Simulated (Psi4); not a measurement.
Cl2Hg (SMILES [Cl][Hg][Cl]), singlet, at a GFN2-xTB geometry (such geometries of metal compounds can be far from the true shape) (core potentials on Hg). Base run: M06-2X/def2-SVP (Psi4).

The Psi4 input:
```
memory 2 GB

molecule mol {
0 1
  Hg    0.000000    0.000000    0.000000
  Cl    0.000000    0.000000    2.301269
  Cl   -0.000000   -0.000000   -2.301269
}

set basis def2-svp
set reference rks

energy('m06-2x')
print_variables()
```

Each row names what was changed in the base input (with any setting that the change needs).

| change | basis functions | E (Eh) |
|---|---|---|
| base | 68 | -1073.50965 |
| basis = def2-SV(P) | 61 | -1073.50597 |
| basis = def2-SVPD | … | … |
| basis = def2-TZVP | 117 | -1073.83808 |
| basis = def2-TZVPD | 138 | -1073.83938 |
| basis = def2-TZVPP | 143 | -1073.83946 |
| basis = def2-QZVP | 212 | -1073.87069 |
| basis = def2-QZVPP | … | … |

Question: What belongs in the gaps?

Answer: 
- basis = def2-SVPD, basis functions: 89
- basis = def2-SVPD, E (Eh): -1073.53076
- basis = def2-QZVPP, basis functions: 228
- basis = def2-QZVPP, E (Eh): -1073.87102

Totals compare only among sets that treat the same electrons; sets with core potentials leave the core out.
